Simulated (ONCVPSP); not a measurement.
## What one change does to a pseudopotential (Mo, ONCV)

ONCVPSP 4.0.1 input, shortened (lines: element, Z, core and valence counts, functional; n l f; lmax; l rc ep ncon nbas qcut; lloc lpopt rc5 dvloc0; l nproj debl; icmod fcfact rcfact), LDA (Perdew-Wang 92), scalar-relativistic:

```
  Mo 42.00    6    3  -001012      upf
    1    0    2.00
    2    0    2.00
    2    1    6.00
    3    0    2.00
    3    1    6.00
    3    2   10.00
    4    0    2.00
    4    1    6.00
    4    2    3.00
    2
    0    1.80    0.00    4    7    6.50
    1    1.75    0.00    3    7    6.10
    2    2.10    0.00    4    9    7.70
    4    5    1.55   -1.00
    0    1    1.30
    1    2    0.70
    2    2    1.80
    3    2.75    1.30
```

In the p channel the program set the typed energies aside and used -2.578, 0.250 Ha.

Change: core correction Teter function, fcfact 2.75, rcfact 1.06.

Cutoffs: the cutoffs (Ha) at which the residual kinetic energy of the hardest occupied pseudo-wave falls to 1 and 0.1 mHa per electron; they do not see the model core or the augmentation charge, which bear on the density cutoff. Errors are all-electron minus pseudo energies relative to the spin-unpolarised reference configuration.

Task: Predict the effect on cutoff, ghosts and configuration errors.

Result: The potential gets neither clearly harder nor softer (19 Ha and 22 Ha → 19 Ha and 22 Ha); the errors of the 4 common tests hardly move; neither file shows a bound ghost. A model core, the more so a compact one, raises the density cutoff, which this test does not measure.

```csv
quantity,base,changed
"cutoff, loose",19 Ha,19 Ha
"cutoff, tight",22 Ha,22 Ha
bound ghosts,none,none
GHOST(+) flags under 300 eV,none,none
"error for 4s2 4p6 4d5 5s1, meV [ΔE -49.84 eV]",+694,+694
"error for 4s2 4p6 4d5, meV [ΔE -42.66 eV]",+17,+18
"error for 4s2 4p6 4d4, meV [ΔE -26.96 eV]",+8.7,+8.9
"error for 4s2 4p6 4d4 5s2, meV [ΔE -49.70 eV]",+1627,+1627
s: phases at 1.83 bohr within 0.05 rad from the reference energy up to (Ha; the scan ends near 5),-1.9,-1.9
p: phases at 1.77 bohr within 0.05 rad from the reference energy up to (Ha; the scan ends near 5),to the end of the scan,to the end of the scan
d: phases at 2.13 bohr within 0.05 rad from the reference energy up to (Ha; the scan ends near 5),to the end of the scan,to the end of the scan
"rms error of d²Exc/dni dnj with the model core, mHa",1.54,3.03
```
